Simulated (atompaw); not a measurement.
## Which change was made? (Ni, PAW (atompaw))

* Element: Ni
* Generator: atompaw 4.2.0.5
* Type: PAW
* Functional: PBEsol
* Relativity: scalar-relativistic
* Frozen core: [Ne]
* Valence charge: 18
* Reference configuration: 3s2 3p6 3d8.5 4s1.5 4p0
* Partial waves: 3s (bound); 4s (bound); 3p (bound); 4p (bound, empty); 3d (bound); 3d channel at 1.95 Ry
* Local potential: troulliermartins scheme with l = 3 at 0.5 Ry, radius 1.25 bohr
* Core correction: smooth core density matched at 0.95 bohr
* Augmentation charge: sinc compensation charge, radius 1.50 bohr; PAW radius 1.55 bohr; waves and projectors: bloechl

Cutoffs, loose and tight: the cutoffs (Ry, on a coarse ladder) from which the occupation-weighted sum of valence levels, in a spherical-Bessel basis at the reference potential, stays within 10 and 1 mRy of its value at 400 Ry. They see the waves, projectors and local potential, not the compensation charge or the core.

The base gives: outcome: generated; cutoff, loose: 110 Ry; cutoff, tight: 160 Ry; bound ghosts: none.

After one change the result is: outcome: failed: atompaw: terminating projector 1000. Which change was it?
A. local potential troulliermartins scheme with l = 3 at 0.5 Ry, radius 1.48 bohr
B. local potential troulliermartins scheme with l = 3 at 0.5 Ry, radius 1.12 bohr
C. local potential troulliermartins scheme with l = 3 at 0.5 Ry, radius 0.96 bohr
D. local potential troulliermartins scheme with l = 3 at 0.5 Ry, radius 0.88 bohr

A. The others give: local potential troulliermartins scheme with l = 3 at 0.5 Ry, radius 0.96 bohr → outcome: generated; cutoff, loose: 230 Ry; cutoff, tight: 300 Ry; bound ghosts: none | local potential troulliermartins scheme with l = 3 at 0.5 Ry, radius 0.88 bohr → outcome: generated, no UPF (negative core plus compensation charge); cutoff, loose: 260 Ry; cutoff, tight: over 300 Ry; bound ghosts: none | local potential troulliermartins scheme with l = 3 at 0.5 Ry, radius 1.12 bohr → outcome: generated; cutoff, loose: 140 Ry; cutoff, tight: 200 Ry; bound ghosts: none.
